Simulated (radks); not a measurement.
Problem. Isoelectronic series with 34 electrons, all held in the configuration [Ar] 3d10 4s2 4p4, which need not be the ground one along the series. All-electron calculation, Dirac Kohn-Sham, PBE, spin-unpolarised, spherical densities, finite nucleus; open shells are shared between the two j in proportion to 2j + 1; Fermi nuclear charge, rms radius of each element as measured or else 0.836 A^(1/3) + 0.57 fm. Program: a radial shooting solver on a logarithmic mesh with Libxc functionals. Total energies (hartree) and mean radii <r> (bohr):

| ion | E (hartree) | 4p3/2 | 4p1/2 |
|---|---|---|---|
| Se | -2430.09341 | 2.320 | 2.268 |
| Br+ | -2606.10898 | 1.974 | 1.937 |
| Rb3+ | -2978.78131 | 1.582 | 1.555 |
| Sr4+ | -3175.44768 | 1.451 | 1.426 |
| Zr6+ | -3589.51906 | 1.255 | 1.233 |
| Nb7+ | -3806.96735 | 1.178 | 1.158 |
| Mo8+ | -4031.39112 | 1.112 | 1.092 |
| Tc9+ | -4262.82185 | 1.053 | 1.034 |
| Ru10+ | -4501.28641 | 1.001 | 0.9822 |
| Rh11+ | -4746.82114 | 0.9546 | 0.9359 |
| Pd12+ | -4999.45807 | 0.9124 | 0.8940 |
| Ag13+ | -5259.23535 | 0.8741 | 0.8559 |
| Cd14+ | -5526.18768 | 0.8391 | 0.8210 |
| In15+ | -5800.36006 | 0.8069 | 0.7890 |
| Sn16+ | -6081.78957 | 0.7773 | 0.7594 |
| Sb17+ | -6370.52152 | 0.7498 | 0.7321 |

Estimate the row of Kr2+.

Solution. E (hartree) -2789.00498; 4p3/2 1.748; 4p1/2 1.717.
